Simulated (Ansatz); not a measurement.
**Ligand exchange through a proton shuttle**

Start structure (SiNH7F2, closed shell), relaxed at PBE0-D4/def2-TZVP:

Si1  (-0.496, 0.358, -1.186)
N2  (0.208, -1.052, -0.363)
H3  (-0.846, 0.015, -2.591)
H4  (-1.720, 0.719, -0.442)
H5  (0.531, 1.418, -1.173)
H6  (0.323, 1.058, 2.010)
F7  (-0.022, 1.901, 1.762)
H8  (0.579, -0.728, 1.077)
F9  (0.803, -0.466, 2.015)
H10  (-0.425, -1.843, -0.311)
H11  (1.064, -1.382, -0.797)
(Å)

The step: SiNH₅ ([NH2][SiH3]) + HF + HF → SiH₃F ([F][SiH3]) + NH₃ + HF; bonds formed: Si1–F7, N2–H8, H6–F9; bonds broken: Si1–N2, H6–F7, H8–F9. Program: Ansatz 0.2.0. Basis: def2-TZVPP and def2-QZVPP. Cores are frozen in the correlated methods. Extrapolation: Hartree–Fock as exp(−7.88 √X), correlation as X^−2.97. Energies below are by CCSD(T) at an estimated basis limit (MP2 extrapolated from triple and quadruple zeta, plus CCSD(T) − MP2 in triple zeta).

Q: What are the electronic barrier and the energy of the step, from the start structure to the end structure? (An estimate is asked for; the value comes from the calculation.)

A: The calculation gives: Barrier 7.58 kcal/mol; step energy -12.25 kcal/mol (downhill); reverse barrier, their difference, 19.83 kcal/mol. Barrier and step energy count from the start structure, the reverse barrier from the end structure.

The saddle point: One imaginary mode of 288i cm⁻¹.
```csv
pair,start (Å),saddle (Å),end (Å)
Si1–F7,3.36,2.30,1.63
N2–H8,1.52,1.14,1.02
H6–F9,1.60,1.23,0.94
Si1–N2,1.78,1.85,2.66
H6–F7,0.94,1.07,1.69
H8–F9,1.00,1.31,2.21
```

Zero-point energy (harmonic, PBE0-D4): ZPE is 48.14 kcal/mol at the start and 48.00 kcal/mol at the saddle, so the barrier goes from 7.58 to 7.44 kcal/mol.

The T1 diagnostic stays at or below 0.011.

Steps of this kind, hydrogen fluoride cutting a network bond, underlie vapour etching and the fluorination step of atomic layer etching.

Labels in which every atom is bracketed show which atoms are joined, not bond orders.

For scale, one of the runs: CCSD(T)/def2-TZVPP, 233 basis functions, launched by `ansatz run in.yaml --threads 4 --pin off --events-out ev --progress --plain --max-ram 9574MiB`. Hardware: 4 CPU threads of an AMD EPYC 7R43, shared host. Wall time 2.6 min; peak host memory 4.3 GiB.
